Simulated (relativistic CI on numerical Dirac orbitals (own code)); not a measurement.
Electric-dipole lines of Co IX

Computed by Dirac-Coulomb-Breit CI, separate exchange-only KLI orbitals for each configuration, model QED (radiative potential, 1s self-energy scaled to tabulated hydrogen-like ionisation energies), valence Slater integrals scaled by 0.9, P86 correlation estimate, and configurations built on the next ion tied to the tabulated ionisation energy (semi-empirical) (own radial code, finite nucleus).

Configurations in the expansion (outside the closed core [Ne]): 3s2.3p6.3d, 3s2.3p6.4s, 3s2.3p6.4p, 3s2.3p6.4d, 3s2.3p6.5s, 3s2.3p6.4f, 3s2.3p5.3d2, 3s2.3p4.3d3, 3s.3p6.3d2, 3p6.3d3, 3s.3p5.3d3, 3s2.3p6.5p, 3s2.3p5.3d.4s, 3s2.3p6.5d, 3s2.3p5.3d.4p, 3s2.3p6.5f, 3s2.3p4.3d2.4s, 3s2.3p6.5g, 3s2.3p5.4s2, 3s2.3p4.3d2.4p, 3s2.3p5.4s.4p, 3s2.3p5.3d.4d, 3s2.3p5.4p2, 3s2.3p4.3d2.4d. Levels of other configurations are missing.

```tsv
λ vac (Å)	Lower	Upper	A (s⁻¹)	E lower (cm⁻¹)	E upper (cm⁻¹)
107.57	3s2.3p6.3d 2D_3/2 [1]	3s2.3p6.4f 2F°_5/2 [90]	2.61e+11	0	929625
107.84	3s2.3p6.3d 2D_5/2 [2]	3s2.3p6.4f 2F°_7/2 [91]	2.80e+11	2395	929728
107.85	3s2.3p6.3d 2D_5/2 [2]	3s2.3p6.4f 2F°_5/2 [90]	1.88e+10	2395	929625
163.38	3s2.3p6.3d 2D_3/2 [1]	3s2.3p6.4p 2P°_3/2 [45]	6.28e+09	0	612075
164.02	3s2.3p6.3d 2D_5/2 [2]	3s2.3p6.4p 2P°_3/2 [45]	5.58e+10	2395	612075
164.54	3s2.3p6.3d 2D_3/2 [1]	3s2.3p6.4p 2P°_1/2 [43]	6.25e+10	0	607769
284.50	3s2.3p6.4p 2P°_3/2 [45]	3s2.3p6.5s 2S_1/2 [125]	2.39e+10	612075	963571
422.39	3s2.3p6.4d 2D_5/2 [52]	3s2.3p6.5p 2P°_3/2 [179]	8.76e+09	771889	1008635
611.62	3s2.3p6.4p 2P°_1/2 [43]	3s2.3p6.4d 2D_3/2 [51]	7.21e+09	607769	771268
625.72	3s2.3p6.4p 2P°_3/2 [45]	3s2.3p6.4d 2D_5/2 [52]	8.21e+09	612075	771889
631.49	3s2.3p6.4d 2D_3/2 [51]	3s2.3p6.4f 2F°_5/2 [90]	9.05e+09	771268	929625
633.56	3s2.3p6.4d 2D_5/2 [52]	3s2.3p6.4f 2F°_7/2 [91]	9.61e+09	771889	929728
675.16	3s2.3p6.4f 2F°_7/2 [91]	3s2.3p6.5d 2D_5/2 [262]	1.64e+09	929728	1077841
956.51	3s2.3p6.4s 2S_1/2 [26]	3s2.3p6.4p 2P°_3/2 [45]	1.66e+09	507528	612075
1403.0	3s2.3p6.5p 2P°_1/2 [177]	3s2.3p6.5d 2D_3/2 [261]	1.66e+09	1006034	1077312
1445.0	3s2.3p6.5p 2P°_3/2 [179]	3s2.3p6.5d 2D_5/2 [262]	1.53e+09	1008635	1077841
2219.0	3s2.3p6.5s 2S_1/2 [125]	3s2.3p6.5p 2P°_3/2 [179]	3.83e+08	963571	1008635
```

Terms are leading LS components. Brackets give the number of a level in order of energy, since labels repeat. The list gives strong lines, with weight on those to low levels, without configurations that were not tied to measured data, without lines whose two gauges differ by over a factor of 2.5, among the lowest 300 of 2533 levels, so that lines to higher ones, which can be the strongest, are missing. Levels whose partners in the same complex of configurations lie outside the list can be far off, and so can their lines. Rates are taken at the computed energies, electric ones in the length gauge.

Configurations that consist of the next ion and one excited electron were tied to the tabulated ionisation energy; Rydberg ones are usually within 1,000 to 3,000 cm⁻¹ and the lowest ones within about 6,000 (9,000 in d shells), while levels on excited terms of the next ion carry the error of that term, and the other configurations can be misplaced by 10,000 cm⁻¹ or more. Rates follow the energies as ν³ (E1, M1) or ν⁵ (E2), so rates, branching and lifetimes can be off by large factors.

Problem. From the table, what is the radiative lifetime of 3s2.3p6.4f 2F°_5/2?

Solution. The listed rates from this level add up to about 2.89e+11 s⁻¹, 100 % of its decay; with all channels τ = 3.46e-12 s.

LS names give the leading component of a level, which can be under half, so a name can repeat, a term be missing and a line seem to break the LS rules.
